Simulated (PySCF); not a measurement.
A structure optimised at PBE-D3(BJ)/def2-TZVP, used in a PySCF frequency run:

```xyz
8

Zr     0.0000     0.0000     0.3659
C      0.0000     0.0000    -1.8081
H     -0.8976    -0.5182    -2.1920
H      0.8976    -0.5182    -2.1920
H      0.0000     1.0364    -2.1920
H     -1.5375    -0.8877     0.9299
H      1.5375    -0.8877     0.9299
H      0.0000     1.7753     0.9299
```
Charge 0, spin multiplicity 1.

### Question
Write its SMILES, formula and point group.

### Answer
[CH3][ZrH3], CH₆Zr, C3v

### Question
What are its rotational constants (standard atomic weights)?

### Answer
39.547, 6.7881, 6.7881 GHz
